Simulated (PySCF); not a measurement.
Planning an excited-state job on C5H11GaO.

Method: TDDFT wB97X-D/def2-SVPD, vertical, gas phase, core orbitals frozen in the response (PySCF 2.14.0, density-fitted response routines). Geometry: GFN2-xTB. Work: 8 singlets by full TDDFT, 3 Tamm–Dancoff triplets, polarisability, density and orbital grids written, density fitting. The command runs a driver script over a list of jobs; the input below is this job's line of settings and its coordinates in Å.

Command:
```bash
OMP_NUM_THREADS=1 python probes_run.py task.json out
```

Input:
```
{"job": {"kind": "uv", "xc": "wB97X-D", "basis": "def2-SVPD", "nstates": 8, "ntriplets": 3}, "charge": 0, "multiplicity": 1}
C     -1.862447     0.619313    -2.008282
C     -2.014137     0.241729    -0.750437
Ga    -2.848864    -0.322253     0.952063
O     -0.934920    -0.031426     0.140826
C      0.413752     0.103917    -0.291165
C      1.326145    -0.246628     0.877217
C      2.796107    -0.149154     0.491032
H     -2.734994     0.801680    -2.612028
H     -0.907517     0.762573    -2.494448
H     -3.014108     0.703490     2.112674
H     -3.100079    -1.837258     1.223381
H      0.595625    -0.572933    -1.135538
H      0.586874     1.137452    -0.616678
H      1.090449    -1.261340     1.208153
H      1.107120     0.433115     1.704412
H      3.028764    -0.847742    -0.309589
H      3.037452     0.855828     0.152255
H      3.426019    -0.384046     1.344495
```

Hardware: one thread, Arm Neoverse N1 (aarch64), no GPU, shared host. PySCF's memory limit was set to 1040 MB.

The basis has 249 functions.

Task: Which is nearest to the wall time?
A. 2.5 min
B. 2.5 s
C. 19 s

Result: A. The run took 2.5 min. The SCF took 13 cycles.

Task: Estimate the peak memory.

Result: About 1.1 GiB. Peak memory is the resident size of the whole Python process, interpreter and libraries included.

The host was shared with other jobs, so the times are rough.
